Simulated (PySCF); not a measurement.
NbF5, SMILES [F][Nb]([F])([F])([F])[F], multiplicity 1. Geometry: B3LYP-D3(BJ)/def2-SVP. The spin state was assumed, not searched. The isomer is the one that the SMILES or the coordinates give; other isomers of the formula were not compared. The def2 effective core potentials stand for the cores of Nb; spin–orbit coupling is left out.

Method: B3LYP-D3(BJ)/def2-SVP in PySCF 2.14.0.

Harmonic wavenumbers (cm⁻¹): 98, 99, 218, 218, 257, 279, 279, 649, 728, 730, 756, 756. Rotational constants (GHz): 2.612, 2.197, 2.197; symmetry number 6.

Work out the zero-point energy and the ideal-gas rigid-rotor harmonic-oscillator thermochemistry at 298.15 K and 1 atm.

ZPE = ½ Σ hcν = ½ × 5068 cm⁻¹ = 7.24 kcal/mol. H − E(el) = 12.40 kcal/mol. Entropy in cal/(mol K): translation 41.60, rotation 24.07, vibration 17.09, total 82.76. G − E(el) = -12.28 kcal/mol. Cp = 24.58 cal/(mol K). Modes under 150 cm⁻¹ make the vibrational entropy uncertain.
